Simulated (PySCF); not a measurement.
# From orbital energies to excitation energies

C5H4O2.
Geometry (PBE0-D3(BJ)/def2-SVP, Å), atoms numbered from 1 in this order:
```
atom  x, y, z in Å
C1    -2.349   -0.308   -0.752
C2    -1.170    0.107   -0.294
C3    -0.285    1.125    0.264
C4     0.203   -0.079    0.037
O5     1.225   -0.933    0.067
C6     2.426   -0.470    0.533
O7     2.629    0.636    0.912
H8    -3.204    0.369   -0.789
H9    -2.479   -1.334   -1.099
H10   -0.140    2.146    0.607
H11    3.153   -1.303    0.490
```

Method: PySCF 2.14.0, density-fitted response routines, TDDFT PBE0/def2-SVPD, vertical, gas phase, core orbitals frozen in the response.

Orbital energies (eV): HOMO-3 -10.15, HOMO-2 -9.74, HOMO-1 -8.85, HOMO -6.11, LUMO -1.41, LUMO+1 0.21, LUMO+2 0.63.

Question: Among the lowest singlets, which states do these configurations lead, and at what energies: HOMO→LUMO+2, HOMO-1→LUMO, HOMO→LUMO+1, HOMO→LUMO?

Answer: 

```tsv
state	leading configuration	weight	Δε (eV)	E (eV)	E − Δε (eV)	f	other configurations
S1	HOMO→LUMO	0.99	4.71	3.82	-0.88	0.042	–
S2	HOMO→LUMO+1	0.95	6.32	5.35	-0.98	0.075	–
S3	HOMO-1→LUMO	0.74	7.44	5.49	-1.95	0.0017	H-2→L (23%)
S4	HOMO→LUMO+2	0.83	6.74	5.61	-1.13	0.0045	H→L+3 (16%)
```

E − Δε runs from -1.95 to -0.88 eV. By orbital difference alone the order would be S1, S2, S4, S3. Δε is the difference of the two orbital energies.

H and L stand for HOMO and LUMO. The other states: S5 6.38 eV, f 0.0034, H→L+3 (81%), H→L+2 (16%); S6 6.53 eV, f 0.0034, H→L+4 (96%); S7 6.64 eV, f 0.0011, H-2→L (59%), H-1→L (22%), H-1→L+1 (12%); S8 6.80 eV, f 0.020, H→L+6 (89%); S9 7.11 eV, f 0.461, H→L+5 (88%); S10 7.21 eV, f 0.0044, H→L+8 (51%), H→L+7 (43%).

Question: Which computed triplets share their leading configuration (75% or more) with a singlet, and how far apart are the partners?

Answer: 

| configuration | triplet | E(T) (eV) | singlet | E(S) (eV) | E(S) − E(T) (eV) |
| --- | --- | --- | --- | --- | --- |
| HOMO→LUMO | T1 | 3.15 | S1 | 3.82 | +0.67 |

The 4 triplets are Tamm–Dancoff values, the singlets full response.

Summed over the main configurations (up to three a state, each over 8%) of all 10 singlets, the electron leaves HOMO with weight 7.56, HOMO-1 with weight 1.07 and HOMO-2 with weight 0.82.

All these states lie below the vertical ionisation energy of 8.14 eV (ΔSCF).

The run took 1.9 min (with the writing of density and orbital grids) on x86-64 server, one thread, on a shared host.

One conformer stands for the species.
